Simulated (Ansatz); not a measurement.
A geometry relaxed with B3LYP-D3(BJ)/def2-TZVP (Ansatz, a first-principles code), charge 0, multiplicity 1:

```xyz
7

H     -1.1715     2.5722    -0.5456
Si     1.0666    -0.2043     0.1496
H     -2.1137    -1.9541    -0.0098
Si    -1.0937    -0.8745    -0.0671
F      1.8182    -0.1919     1.5773
Si    -0.6628     1.1952    -0.3121
H      2.1570    -0.5426    -0.7923
```

Task: Write the SMILES of this molecule.

Result: `F[SiH]1[SiH]=[SiH]1`
